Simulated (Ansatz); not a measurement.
**Telling isomers of ClHNOSi apart by their spectra**

These gas-phase data were calculated for one isomer of ClHNOSi at PBE0-D3(BJ)/def2-SVP (harmonic, unscaled wavenumbers; equilibrium rotational constants with average atomic masses):

| Quantity | Value |
| --- | --- |
| rotational constants | 7.399, 3.685, 2.46 GHz |
| all wavenumbers above 1500 cm⁻¹ | 3920 |

Candidates:

(1) `[N]=[Si](O)Cl`, a doublet
(2) `[NH][Si](=O)Cl`, a doublet
(3) `Cl[Si@H]1[N]O1`, a doublet

Question: Which candidate do the data belong to?

Answer: Candidate (1). The band at 3920 cm⁻¹ lies where the O–H stretch is expected; (3) has no mode between 3300 and 4000 cm⁻¹. No mode falls between 3250 and 3800 cm⁻¹, where the N–H stretch of (2) would stand.

The same quantities for all candidates:

```
     rotational constants (GHz)  wavenumbers above 1500 cm⁻¹  E above the lowest, PBE0-D3(BJ)/def2-SVP (kcal/mol)
(1)          7.399, 3.685, 2.46                         3920                                                 11.7
(2)         7.596, 3.675, 2.493                         3558                                                  0.0
(3)         15.28, 2.809, 2.759                         2358                                                 29.6
```

Each candidate is one conformer. Open shells are spin-unrestricted. Programs: Ansatz 0.2.0.
